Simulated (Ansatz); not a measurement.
Cost and result for the atomization energy of `BC(F)Cl` (7 atoms, 6 bonds).

The species carries charge 0 and has multiplicity 1. The structure was optimised at the PBE0-D4/def2-TZVP level. Program: Ansatz. All runs use 2 threads of an Arm Neoverse V1 on a shared host. Times are those of one run each, without the atoms' runs, and a repeat can differ threefold. Electronic energies, without spin–orbit coupling; frozen cores. CCSD(T)/CBS adds CCSD(T) − MP2 in def2-TZVPP to the MP2 limit, and its time is that of the two runs behind it. T1 = 0.012. B3LYP takes the VWN-RPA correlation (the form of Gaussian; ORCA's B3LYP/G).

CCSD(T)/CBS is a level of theory with its own doubt, some kJ/mol a heavy atom from the limit and from the frozen cores, so smaller differences don't rank the functionals.

| level | functions | wall time |
| --- | --- | --- |
| revPBE-D4/def2-TZVPP | 177 | 1.8 s |
| CCSD(T)/def2-SVP | 75 | 1.9 s |
| PBE0-D4/def2-TZVPP | 177 | 2.3 s |
| CAM-B3LYP-D4/def2-TZVPP | 177 | 2.8 s |
| B3LYP-D4/def2-TZVPP (with forces) | 177 | 3.2 s |
| r2SCAN-D4/def2-TZVPP (with forces) | 177 | 4.2 s |
| PBE-QIDH/def2-TZVPP | 177 | 4.3 s |
| ωB97X-V/def2-TZVPP | 177 | 6.5 s |
| ωB97M-V/def2-TZVPP (with forces) | 177 | 8.5 s |
| B97M-V/def2-TZVPP | 177 | 9 s |
| MP2/def2-QZVPP | 331 | 13 s |
| CCSD(T)/def2-TZVPP | 177 | 43 s |
| CCSD(T)/CBS(def2) | – | 56 s |

Task: What atomization energy does each give, and how far from CCSD(T)/CBS? (An estimate is asked.)

Result: Ansatz gave: 
| level | atomization (kcal/mol) | difference from CCSD(T)/CBS | per bond |
| --- | --- | --- | --- |
| revPBE-D4/def2-TZVPP | 578.1 | 5.9 | 1.0 |
| CCSD(T)/def2-SVP | 543.5 | -28.7 | -4.8 |
| PBE0-D4/def2-TZVPP | 580.8 | 8.6 | 1.4 |
| CAM-B3LYP-D4/def2-TZVPP | 577.3 | 5.1 | 0.8 |
| B3LYP-D4/def2-TZVPP (with forces) | 574.7 | 2.5 | 0.4 |
| r2SCAN-D4/def2-TZVPP (with forces) | 581.9 | 9.7 | 1.6 |
| PBE-QIDH/def2-TZVPP | 574.2 | 2.0 | 0.3 |
| ωB97X-V/def2-TZVPP | 576.3 | 4.1 | 0.7 |
| ωB97M-V/def2-TZVPP (with forces) | 579.0 | 6.8 | 1.1 |
| B97M-V/def2-TZVPP | 578.2 | 6.0 | 1.0 |
| MP2/def2-QZVPP | 582.2 | 10.0 | 1.7 |
| CCSD(T)/def2-TZVPP | 557.9 | -14.3 | -2.4 |
| CCSD(T)/CBS(def2) | 572.2 | 0.0 | 0.0 |

The D4 term adds +4.5 kcal/mol with B3LYP and +2.3 kcal/mol with PBE0; it sums over pairs of atoms, weighted by their polarisabilities, and B3LYP, whose exchange is more repulsive, gets the larger term. At CCSD(T), def2-SVP lies −28.8 kcal/mol from the extrapolated value and def2-TZVPP −14.3 kcal/mol: correlation converges slowly with the basis, and small sets miss more of it in the bonded molecule than in its fragments. From BLYP to BHLYP (50 % exact exchange), in def2-TZVPP and without D4, the atomization energy moves by −18.5 kcal/mol: exact exchange takes away binding that semilocal exchange gives to molecules.
